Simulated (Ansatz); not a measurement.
Stepwise reaction of `CN[Si](F)(F)OC` with hydrogen, as a gas-phase model of exchange steps in deposition or etching. ΔE in kJ/mol.

Calculated with Ansatz (gas phase, PBE0-D4/def2-TZVP geometries, no zero-point term in ΔE). CBS: MP2 limit from def2 TZ/QZ plus the TZ coupled-cluster correction, frozen cores. This one scheme is used for every species. DFT in def2-TZVPP. B3LYP here is the variant with VWN-RPA as its local correlation; programs differ in this. Each species was taken in one conformer, which may not be the lowest.

| step | reaction | PBE-D4 | B3LYP-D4 | ωB97M-V | CCSD(T)/CBS |
| --- | --- | --- | --- | --- | --- |
| 1 | `CN[Si](F)(F)OC` + H₂ → `CN[SiH](F)OC` + H–F | 130.9 | 141.3 | 141.7 | 138.2 |

(1) Give the row of step 2, `CN[SiH](F)OC` + H₂ → `CN[SiH2]OC` + H–F. (An estimate is asked.)

(2) By hand: ΔE of the 2 steps together at CCSD(T)/CBS.

Results:

(1) Ansatz gave: 
```csv
step,reaction,PBE-D4,B3LYP-D4,ωB97M-V,CCSD(T)/CBS
2,`CN[SiH](F)OC` + H₂ → `CN[SiH2]OC` + H–F,135.2,145.8,146.0,142.5
```

(2) (138.2) + (142.5) = 280.7 kJ/mol, or 140.3 kJ/mol a step.

In ΔE the steps differ by no more than 4.3 kJ/mol. All are uphill at CCSD(T)/CBS. PBE-D4 differs from CCSD(T)/CBS by -7.3 to -7.3 kJ/mol a step. Isolated molecules leave out the surface, adducts and barriers. Largest T1 diagnostic: 0.011.
